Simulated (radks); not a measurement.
Ionisation of neutral aluminium, [Ne] 3s2 3p1, to [Ne] 3s2 as the strength of local exchange is varied. Method: scalar-relativistic Kohn-Sham, Slater X-alpha exchange (alpha = 2/3 is LDA exchange), no correlation, spin-polarised, spherical densities, finite nucleus; open shells are filled with parallel spins first; Fermi nuclear charge, rms radius 3.061 fm; computed with a radial shooting solver on a logarithmic mesh with Libxc functionals.

| alpha | E(Al) (hartree) | exchange (hartree) | IE (eV) | -e of the level emptied (eV) | <r> of it (bohr) |
|---|---|---|---|---|---|
| 0.656 | -240.54650 | -16.21227 | 5.086 | 2.280 (3p) | 3.591 |
| 0.667 | -240.81851 | -16.49988 | 5.157 | 2.341 (3p) | 3.567 |
| 0.845 | -245.25635 | -21.22536 | 6.371 | 3.414 (3p) | 3.238 |
| 0.847 | -245.30660 | -21.27922 | 6.385 | 3.427 (3p) | 3.235 |
| 0.868 | -245.83472 | -21.84576 | 6.537 | 3.565 (3p) | 3.202 |
| 1.036 | -250.09366 | -26.44537 | 7.810 | 4.743 (3p) | 2.970 |

NIST Atomic Spectra Database: 5.986 eV (measured). The Delta-SCF value meets it near alpha = 0.79. Open shells are spherical and high-spin; term and fine-structure splittings are not resolved.
